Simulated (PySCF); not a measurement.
How methods differ on the ionisation energy of Rh³⁸⁺

Rh³⁸⁺ [He] 2s2 2p3 (4S) → Rh³⁹⁺ [He] 2s2 2p2 (3P), as a difference of total energies. Computed with PySCF 2.14 in an even-tempered Gaussian basis (19 s from 16 bohr⁻², ratio 2.2; 12 p from 20 bohr⁻², ratio 2.2; 6 d from 79 bohr⁻², ratio 2.4; 5 f from 120 bohr⁻², ratio 2.4; 4 g from 180 bohr⁻², ratio 2.4), with the spin-free X2C one-electron Hamiltonian (Gaussian nucleus). Correlated levels: nothing frozen; virtual orbitals above 40 to 60 times the deepest correlated orbital energy dropped. The calculations carry no spin-orbit coupling.

| method | ionisation energy (eV) |
| --- | --- |
| UHF | 5676.5 |
| LDA | 5672.5 |
| PBE | 5673.3 |
| PBE0 | 5674.4 |
| r2SCAN | 5677.1 |
| PBEsol | 5672.3 |
| r2SCANh | 5677.2 |
| MP2 (all electrons) | 5676.4 |
| SCS-MP2 (all electrons) | 5675.8 |

Spin-orbit coupling is strong in these open shells (close to jj coupling). The scalar numbers leave it out and a first-order estimate fails, so it can dominate the gap to the real levels.

For this ion Breit and QED terms and the two-electron picture change, all absent here, outweigh the differences among the correlated methods.

For comparison: 5600 ± 40 eV (semi-empirical (NIST evaluation); NIST Atomic Spectra Database, ionization energies).
